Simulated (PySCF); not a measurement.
Task: What does the PBE0-D3(BJ)/def2-SVP structure of `COC/C=C/Br` look like in three dimensions?

Result: 
Z-matrix in Å and degrees, rows numbered from 1:
```
C 
O   1  1.3929
C   2  1.3899  1  113.65
C   3  1.4927  2  110.99  1   179.58
C   4  1.3302  3  122.77  2    -0.38
Br  5  1.8780  4  123.22  3  -179.94
H   1  1.1081  2  111.99  3    60.63
H   1  1.0985  2  107.86  3   179.94
H   1  1.1082  2  111.99  3   -60.75
H   3  1.1131  2  111.04  1    58.19
H   3  1.1130  2  111.05  1   -58.96
H   4  1.0945  3  116.47  2   179.69
H   5  1.0908  4  122.46  3     0.08
```

Of the pairs four or more bonds apart, O2···H13 is among the closest relative to their van der Waals radii: 2.40 Å, 88 % of the sum of Bondi's values. The C–C distances run from 1.330 Å (C4=C5, drawn double) to 1.493 Å (C3–C4, drawn single), a spread of 0.163 Å. The 6 heavy atoms lie in one plane (0.003 Å rms).

Computed with PBE0-D3(BJ)/def2-SVP geometry optimisation, gas phase in PySCF 2.14.0.

Point group: Cs (tolerance 0.08 Å). Stationary, but not proved a minimum. The numbers are those of one conformer (C1–O2–C3–C4 180°, O2–C3–C4–C5 0°).
